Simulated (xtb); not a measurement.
C5H5 (SMILES [C]1=CCC=C1), doublet, from a rough starting geometry; GFN2-xTB run with xtb.

Here is a job for xtb.
```
$ xtb mol.xyz --gfn 2 --uhf 1 --opt vtight --json

# file mol.xyz
10

C      0.78912309     1.15435427    -0.45882614
C     -0.45143221     1.24223484    -0.11858321
C     -0.85794633    -0.18342222     0.29325011
C      0.40274552    -0.96450067     0.16634853
C      1.41971958    -0.15229902    -0.30854663
H     -1.15177037     2.00914844    -0.17364794
H     -1.26641993    -0.19609301     1.31742238
H     -1.65527319    -0.57024359    -0.37115859
H      0.47186602    -2.01528246     0.39615014
H      2.38071068    -0.45749438    -0.59462460
```

It wrote (shortened):

```
   ID    Z sym.   atoms
    1    6 C      1-5
    2    1 H      6-10

           -------------------------------------------------
          |                Calculation Setup                |
           -------------------------------------------------

           -------------------------------------------------
          |                 G F N 2 - x T B                 |
           -------------------------------------------------

          ...................................................
          :                      SETUP                      :
          :.................................................:
          :  # basis functions                  25          :
          :  # atomic orbitals                  25          :
          :  # shells                           15          :
          :  # electrons                        25          :
          :  max. iterations                   250          :
          :  Hamiltonian                  GFN2-xTB          :
          :  restarted?                      false          :
          :  GBSA solvation                  false          :
          :  PC potential                    false          :
          :  electronic temp.          300.0000000     K    :
          :  accuracy                    1.0000000          :
          :  -> integral cutoff          0.2500000E+02      :
          :  -> integral neglect         0.1000000E-07      :
          :  -> SCF convergence          0.1000000E-05 Eh   :
          :  -> wf. convergence          0.1000000E-03 e    :
          :  Broyden damping             0.4000000          :
          :  net charge                          0          :
          :  unpaired electrons                  1          :
          ...................................................

 iter      E             dE          RMSdq      gap      omega  full diag
   1    -13.3268089 -0.133268E+02  0.450E+00    2.20       0.0  T
   2    -13.3348514 -0.804259E-02  0.270E+00    2.09       1.0  T
   3    -13.3187331  0.161184E-01  0.145E+00    2.52       1.0  T
   4    -13.3368321 -0.180991E-01  0.346E-01    2.22       1.0  T
   5    -13.3375127 -0.680560E-03  0.934E-02    2.21       1.0  T
   6    -13.3375418 -0.290613E-04  0.479E-02    2.23       1.0  T
   7    -13.3375459 -0.413975E-05  0.321E-02    2.22       1.0  T
   8    -13.3375499 -0.398768E-05  0.249E-03    2.22      12.7  T
   9    -13.3375499 -0.120266E-07  0.175E-03    2.22      18.1  T
  10    -13.3375499 -0.780029E-08  0.441E-04    2.22      71.7  T
  11    -13.3375499 -0.103808E-08  0.119E-04    2.22     264.6  T

   *** convergence criteria satisfied after 11 iterations ***

         :::::::::::::::::::::::::::::::::::::::::::::::::::::
         ::                     SUMMARY                     ::
         :::::::::::::::::::::::::::::::::::::::::::::::::::::
         :: total energy             -13.091224609885 Eh    ::
         :: gradient norm              0.106086540374 Eh/a0 ::
         :: HOMO-LUMO gap              2.220804370945 eV    ::
         ::.................................................::
         :: SCC energy               -13.337547911763 Eh    ::
         :: -> isotropic ES            0.001676819843 Eh    ::
         :: -> anisotropic ES          0.002404445498 Eh    ::
         :: -> anisotropic XC          0.010413455756 Eh    ::
         :: -> dispersion             -0.005518163842 Eh    ::
         :: repulsion energy           0.246323301878 Eh    ::
         :: add. restraining           0.000000000000 Eh    ::
         :: total charge               0.000000000000 e     ::
         :::::::::::::::::::::::::::::::::::::::::::::::::::::

      -----------------------------------------------------------
     |                   =====================                   |
     |                        A N C O P T                        |
     |                   =====================                   |
[...]
 * total energy  :   -13.0912246 Eh     change       -0.2526868E-10 Eh
 * total energy  :   -13.0968637 Eh     change       -0.5639122E-02 Eh
 * total energy  :   -13.0974802 Eh     change       -0.6164569E-03 Eh
 * total energy  :   -13.0975609 Eh     change       -0.8072737E-04 Eh
 * total energy  :   -13.0975947 Eh     change       -0.3378192E-04 Eh
 * total energy  :   -13.0975988 Eh     change       -0.4079480E-05 Eh
 * total energy  :   -13.0975998 Eh     change       -0.1018920E-05 Eh
 * total energy  :   -13.0976001 Eh     change       -0.2753021E-06 Eh
 * total energy  :   -13.0976001 Eh     change       -0.2997111E-07 Eh
   *** GEOMETRY OPTIMIZATION CONVERGED AFTER 9 ITERATIONS ***
         :: total energy             -13.097600101682 Eh    ::
[...]
        12        2.0000           -0.3758326             -10.2269
        13        1.0000           -0.3277409              -8.9183 (HOMO)
        14                         -0.2359714              -6.4211 (LUMO)
        15                         -0.1377344              -3.7479
        16                          0.1013689               2.7584
        17                          0.1137163               3.0944
        18                          0.1373671               3.7379
        19                          0.1710249               4.6538
        20                          0.2216647               6.0318
        21                          0.2301607               6.2630
        22                          0.3023336               8.2269
        23                          0.4185928              11.3905
        24                          0.5761426              15.6776
        25                          0.6862303              18.6733
      -------------------------------------------------------------
                  HL-Gap            0.0917695 Eh            2.4972 eV
             Fermi-level           -0.3168214 Eh           -8.6212 eV

     #   Z          covCN         q      C6AA      α(0)
     1   6 C        2.126    -0.070    32.687     9.240
     2   6 C        2.966    -0.041    29.013     8.835
     3   6 C        3.907    -0.052    21.455     6.584
     4   6 C        3.013    -0.044    29.076     8.845
     5   6 C        2.979    -0.024    28.608     8.774
     6   1 H        0.926     0.035     2.521     2.483
     7   1 H        0.924     0.065     2.145     2.290
     8   1 H        0.924     0.065     2.145     2.290
     9   1 H        0.926     0.031     2.569     2.507
    10   1 H        0.926     0.037     2.495     2.470

 Mol. C6AA /au·bohr⁶  :       1165.940286
 Mol. C8AA /au·bohr⁸  :      28563.921591
 Mol. α(0) /au        :         54.317021

Wiberg/Mayer (AO) data.
largest (>0.10) Wiberg bond orders for each atom

 ---------------------------------------------------------------------------
     #   Z sym  total        # sym  WBO       # sym  WBO       # sym  WBO
 ---------------------------------------------------------------------------
     1   6 C    3.202 --     2 C    1.862     5 C    1.157
     2   6 C    3.980 --     1 C    1.862     3 C    0.974     6 H    0.971
                             4 C    0.131
     3   6 C    3.992 --     4 C    1.036     2 C    0.974     7 H    0.935
                             8 H    0.935
     4   6 C    3.985 --     5 C    1.786     3 C    1.036     9 H    0.968
                             2 C    0.131
     5   6 C    3.987 --     4 C    1.786     1 C    1.157    10 H    0.971
     6   1 H    0.999 --     2 C    0.971
     7   1 H    0.996 --     3 C    0.935
     8   1 H    0.996 --     3 C    0.935
     9   1 H    0.999 --     4 C    0.968
    10   1 H    0.999 --     5 C    0.971
 ---------------------------------------------------------------------------

Topologies differ in total number of bonds
Writing topology from bond orders to xtbtopo.mol

molecular dipole:
                 x           y           z       tot (Debye)
 q only:       -0.318      -0.247       0.144
   full:       -0.459      -0.386       0.215       1.620
molecular quadrupole (traceless):
                xx          xy          yy          xz          yz          zz
 q only:        1.011      -0.528      -0.521      -0.305       0.126      -0.490
  q+dip:        2.650      -1.404      -0.635      -1.014      -0.034      -2.014
   full:        1.639      -1.147      -0.807      -0.424       0.274      -0.832

optimized geometry written to: xtbopt.xyz

           -------------------------------------------------
          | TOTAL ENERGY              -13.097600101682 Eh   |
          | GRADIENT NORM               0.000052205526 Eh/α |
          | HOMO-LUMO GAP               2.497175271964 eV   |
           -------------------------------------------------
```
